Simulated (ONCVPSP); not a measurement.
# Building the ONCV potential for Hf (Z = 72) (PBEsol, scalar-relativistic).

* Element: Hf
* Generator: ONCVPSP 4.0.1
* Type: optimised norm-conserving Vanderbilt (ONCV)
* Functional: PBEsol
* Relativity: scalar-relativistic
* Frozen core: [Xe] 4f14
* Valence charge: 4
* Reference configuration: 5d2 6s2
* Partial waves: 6s: rc 3.15 bohr, ncon 4, nbas 8, qcut 1.8 1/bohr, 2 projectors, debl 3.5 Ha; p scattering state at 0.03 Ha: rc 2.70 bohr, ncon 4, nbas 8, qcut 2.8 1/bohr, 2 projectors, debl 2.1 Ha; 5d: rc 2.40 bohr, ncon 4, nbas 8, qcut 5.7 1/bohr, 1 projector
* Local potential: polynomial inside 2.35 bohr (lpopt 5, dvloc0 1 Ha)
* Core correction: Teter function, fcfact 2.75, rcfact 1.55

In the p channel the program set the typed energies aside and used 0.050, 2.150 Ha.

All-electron outer shells of the reference configuration (PBEsol, scalar-relativistic, ld1.x):

| shell | level (eV) | outermost node (bohr) | outermost maximum (bohr) |
| --- | --- | --- | --- |
| 4f | -16.86 | – | 0.45 |
| 6s | -5.13 | 1.37 | 2.89 |
| 5d | -2.71 | 0.67 | 1.69 |

Task: Does the generator finish with these settings?

Result: Yes, a potential is produced and its reference levels are reproduced.

Task: Estimate the cutoffs (Ha) at which the residual kinetic energy of the hardest occupied pseudo-wave falls to 1 and 0.1 mHa per electron.

Result: 11 Ha and 16 Ha. The cutoffs count occupied waves only; projector 2 of the p channel, the hardest unoccupied one, needs 38 Ha at the loose tolerance.

Task: What does a ghost test show?

Result: No bound ghost flagged; GHOST(+) flagged for p at 75.4 eV, s at 79.0 eV.

Its largest configuration-test error is -278 meV (5d2 6s0). 1 of 4 tests not solved or not reliable.
